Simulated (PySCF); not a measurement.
C5H9O2 (charge -1).
Z-matrix (Å and degrees, PBE0-D3(BJ)/def2-SVP geometry), rows numbered from 1:
```
C 
C   1  1.5217
C   2  1.5272  1  110.70
C   2  1.5270  1  110.81  3   121.07
C   2  1.5901  1  111.02  3  -119.23
O   5  1.2443  2  116.18  1     1.98
O   5  1.2474  2  114.23  1  -178.38
H   1  1.1005  2  110.31  3   178.43
H   1  1.1077  2  111.82  3   -60.19
H   1  1.1002  2  110.24  3    61.37
H   3  1.1075  2  112.13  1    64.55
H   3  1.1035  2  110.78  1   -56.05
H   3  1.1005  2  108.79  1  -174.33
H   4  1.1035  2  110.84  1    55.73
H   4  1.1003  2  108.66  1   173.92
H   4  1.1075  2  112.14  1   -64.92
```

Method used: PBE0-D3(BJ)/def2-SVP geometry optimisation, gas phase in PySCF.

Take the most abundant isotopes and a rigid rotor. 

(1) Give the principal moments of inertia and the rotational constants in GHz.

(2) Classify the top.

(3) What does the inertial defect say?

(4) Where do the levels up to J = 5 lie, in MHz?

(5) Predict some low-J microwave lines.

Results:

(1) Ia = 150.80, Ib = 204.85, Ic = 246.65 u·Å²; 505379 MHz·u·Å²/I gives 3351, 2467 and 2049 MHz, that is A = 3.3514, B = 2.4670, C = 2.0490 GHz.

(2) An asymmetric top: κ = (2 × 2467 − 3351 − 2049)/(3351 − 2049) = -0.36.

(3) Not planar: Δ = Ic − Ia − Ib = -109.00 u·Å². For a rigid frame Δ = −2 Σ m c², so Σ m c² = 54.50 u·Å² lies off the ab plane: 17.40 from hydrogen and 37.10 from heavier atoms. The atom farthest from that plane is 2.17 Å away.

(4) Above 0(0,0):
J = 1: 1(0,1) 4516, 1(1,1) 5400, 1(1,0) 5818
J = 2: 2(0,2) 13431, 2(1,2) 14014, 2(1,1) 15268, 2(2,1) 17921, 2(2,0) 18038
J = 3: 3(0,3) 26562, 3(1,3) 26870, 3(1,2) 29357, 3(2,2) 31469, 3(2,1) 32004, 3(3,1) 37001, 3(3,0) 37023
J = 4: 4(0,4) 43778, 4(1,4) 43915, 4(1,3) 47953, 4(2,3) 49441, 4(2,2) 50820, 4(3,2) 55249, 4(3,1) 55391, 4(4,1) 62746, 4(4,0) 62750
J = 5: 5(0,5) 65052, 5(1,5) 65106, 5(1,4) 70863, 5(2,4) 71763, 5(2,3) 74423, 5(3,3) 78059, 5(3,2) 78573, 5(4,2) 85584, 5(4,1) 85612, 5(5,1) 95187, 5(5,0) 95188
The levels of one J sum to (2J + 1)J(J + 1)(A + B + C)/3.

(5) The dipole components (about the centre of mass, as the species is charged) are |μa| = 5.09 D, |μb| = 0.04 D, |μc| = 0.02 D. The squared components, which scale the intensities, stand as 1.00 : 0.00 : 0.00 (a : b : c). Some lines, for components of 0.1 D or more:

| type | branch | J(Ka,Kc) | MHz | lower level (cm⁻¹) |
| --- | --- | --- | --- | --- |
| a | Q | 1(1,0) ← 1(1,1) | 418 | 0.180 |
| a | Q | 2(1,1) ← 2(1,2) | 1254 | 0.467 |
| a | R | 1(0,1) ← 0(0,0) | 4516 | 0.000 |
| a | R | 2(1,2) ← 1(1,1) | 8614 | 0.180 |
| a | R | 2(0,2) ← 1(0,1) | 8915 | 0.151 |
| a | R | 2(1,1) ← 1(1,0) | 9450 | 0.194 |

No frequency check. Constants of a rigid frame at the computed geometry: no zero-point averaging, no centrifugal distortion. A rigid rotor knows nothing of internal rotation, which can split or shift real lines.
